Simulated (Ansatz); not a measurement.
## Ansatz (development build ahead of 0.2.0) run

```yaml
crystal:
  periodic: [false, false, false]
  atoms:
    - { symbol: Si, position_ang: [0.0, 0.0, 0.0] }
    - { symbol: F, position_ang: [-0.8257, 0.557, 1.2346] }
    - { symbol: F, position_ang: [-0.7694, 0.3365, -1.3457] }
    - { symbol: F, position_ang: [0.1615, -1.572, 0.1378] }
    - { symbol: F, position_ang: [1.4336, 0.6785, -0.0267] }
basis:
  gaussian: { orbitals: def2-SVP }
total_charge: 1
magnetization:
  spin_polarized: true
  initial_magnetization: 1
hamiltonian:
  xc: hf
correlation:
  method: mp2
  frozen_orbitals: { F: 1, Si: 5 }
output:
  forces: true
```

The input is written out in the form of the current development build from the run's settings.

The run gave:

```
Converged                       : yes
Reference energy                : -685.94863 hartree
Correlation energy              : -0.78369 hartree
Total energy                    : -686.73232 hartree
Spin squared of the determinant : 0.754
Stability test                  : minimum
```

Forces (eV/Å):
```csv
atom,Fx,Fy,Fz
Si1,-10.629,-4.564,0.156
F2,1.292,0.308,-0.484
F3,1.270,0.390,0.481
F4,1.286,0.991,-0.056
F5,6.782,2.875,-0.097
```

Caution: MP2 on this radical cation hangs on the determinant chosen; the determinant breaks the point group.
